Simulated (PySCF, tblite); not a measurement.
Isomers of CH11FSi4. Level: GFN2-xTB in tblite, geometry and Hessian alike; calculated harmonic values, unscaled, isolated species. The method is semi-empirical: single wavenumbers can be off by several per cent or more. Modes of hydrogen on silicon can be 10 to 20 % off. One conformer each.

Electronic energies: PBE0/pcSseg-1 single points on the GFN2-xTB geometries (PySCF, gas phase).

| SMILES | electronic energy, lowest = 0 (kcal/mol) |
| --- | --- |
| F[SiH2][SiH2]C([SiH3])[SiH3] | 10.8 |
| F[SiH2][SiH2]C[SiH2][SiH3] | 11.1 |
| F[SiH2]C[SiH]([SiH3])[SiH3] | 3.6 |
| FC[Si@@H]([SiH3])[SiH2][SiH3] | 52.5 |
| C[Si@H](F)[SiH]([SiH3])[SiH3] | 0.0 |
| F[SiH2][Si@H]([SiH3])C[SiH3] | 9.7 |

Task: How do GFN2-xTB zero-point energies change the relative energies?

Result: 
```json
{"SMILES": "C[Si@H](F)[SiH]([SiH3])[SiH3]", "ZPE (kcal/mol)": "65.0", "of it from modes above 1550 cm⁻¹": "38.2", "electronic (kcal/mol)": "0.0", "with ZPE, lowest = 0 (kcal/mol)": "0.0", "lowest mode (cm⁻¹)": "12i", "rings": "0"}
{"SMILES": "F[SiH2]C[SiH]([SiH3])[SiH3]", "ZPE (kcal/mol)": "63.8", "of it from modes above 1550 cm⁻¹": "37.1", "electronic (kcal/mol)": "3.6", "with ZPE, lowest = 0 (kcal/mol)": "2.3", "lowest mode (cm⁻¹)": "20", "rings": "0"}
{"SMILES": "F[SiH2][Si@H]([SiH3])C[SiH3]", "ZPE (kcal/mol)": "63.8", "of it from modes above 1550 cm⁻¹": "37.1", "electronic (kcal/mol)": "9.7", "with ZPE, lowest = 0 (kcal/mol)": "8.5", "lowest mode (cm⁻¹)": "11", "rings": "0"}
{"SMILES": "F[SiH2][SiH2]C([SiH3])[SiH3]", "ZPE (kcal/mol)": "62.6", "of it from modes above 1550 cm⁻¹": "36.0", "electronic (kcal/mol)": "10.8", "with ZPE, lowest = 0 (kcal/mol)": "8.4", "lowest mode (cm⁻¹)": "15i", "rings": "0"}
{"SMILES": "F[SiH2][SiH2]C[SiH2][SiH3]", "ZPE (kcal/mol)": "64.0", "of it from modes above 1550 cm⁻¹": "36.9", "electronic (kcal/mol)": "11.1", "with ZPE, lowest = 0 (kcal/mol)": "10.1", "lowest mode (cm⁻¹)": "13", "rings": "0"}
{"SMILES": "FC[Si@@H]([SiH3])[SiH2][SiH3]", "ZPE (kcal/mol)": "63.3", "of it from modes above 1550 cm⁻¹": "36.7", "electronic (kcal/mol)": "52.5", "with ZPE, lowest = 0 (kcal/mol)": "50.9", "lowest mode (cm⁻¹)": "13", "rings": "0"}
```

The zero-point energies span 2.4 kcal/mol, from `F[SiH2][SiH2]C([SiH3])[SiH3]` to `C[Si@H](F)[SiH]([SiH3])[SiH3]`. Slightly imaginary modes are left out of the zero-point energy: `C[Si@H](F)[SiH]([SiH3])[SiH3]` 11.5i cm⁻¹ and `F[SiH2][SiH2]C([SiH3])[SiH3]` 15.3i cm⁻¹. The lowest isomer stays, but the order above it changes.

Task: And how do the electronic energies of GFN2-xTB itself compare?

Result: `C[Si@H](F)[SiH]([SiH3])[SiH3]` 13.3; `F[SiH2]C[SiH]([SiH3])[SiH3]` 6.2; `F[SiH2][Si@H]([SiH3])C[SiH3]` 5.7; `F[SiH2][SiH2]C([SiH3])[SiH3]` 0.0; `F[SiH2][SiH2]C[SiH2][SiH3]` 6.2; `FC[Si@@H]([SiH3])[SiH2][SiH3]` 57.3 kcal/mol, lowest = 0. Against the energies above, taken from the same isomer `C[Si@H](F)[SiH]([SiH3])[SiH3]`, the largest difference is 24.1 kcal/mol.
